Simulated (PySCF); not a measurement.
Radial density of O²⁺ (oxygen, charge +2)

UHF, [He] 2s1 2p3, high-spin 5S determinant (an excited configuration). All numbers are calculated (PySCF 2.14, no relativity, point nucleus, in aug-cc-pwCVTZ (7s6p4d2f, 59 functions)).

```csv
r (bohr),4πr²ρ (e/bohr),4πr²(ρα − ρβ)
0.00366,0.04850,0.0015
0.00615,0.1324,0.0041
0.0103,0.3492,0.0108
0.0174,0.8842,0.0272
0.0293,2.069,0.0634
0.0493,4.272,0.1300
0.0828,7.126,0.2171
0.139,8.428,0.2988
0.234,5.934,0.5490
0.394,3.173,1.7893
0.663,3.786,3.7108
1.12,2.903,2.9029
1.88,0.5635,0.5635
3.16,0.01183,0.0118
```
